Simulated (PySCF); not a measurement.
Computed IR spectrum (relative IR intensity) of a molecule C3H9GeN. Geometry: PBE-D3(BJ)/def2-SVP. One conformer was computed; it need not be the lowest. All values below come from PySCF 2.14.0 with PBE-D3(BJ)/def2-SVP. Frequencies are harmonic and unscaled.

ν (cm⁻¹): 256 (vw), 457 (w), 500 (s), 530 (m), 593 (m), 640 (w), 668 (m), 758 (s), 859 (m), 941 (m), 973 (vw), 998 (w), 1052 (vw), 1108 (s), 1330 (w), 1368 (w), 1392 (w), 1418 (w), 1994 (vs), 2071 (s), 2874 (s), 2977 (m), 3025 (w), 3046 (w), 3071 (vw), 3139 (w), 3472 (vw) (against the strongest line: vs over 80 %, s over 45 %, m over 15 %, w over 4 %, vw less)

**Question.** Which molecule gave these data?
A. C/C=N/[CH2][GeH3]
B. C=[CH][GeH2][NH]C
C. C/N=[C](/C)[GeH3]
D. NC/C=[CH]/[GeH3]

**Answer.** B, C=[CH][GeH2][NH]C
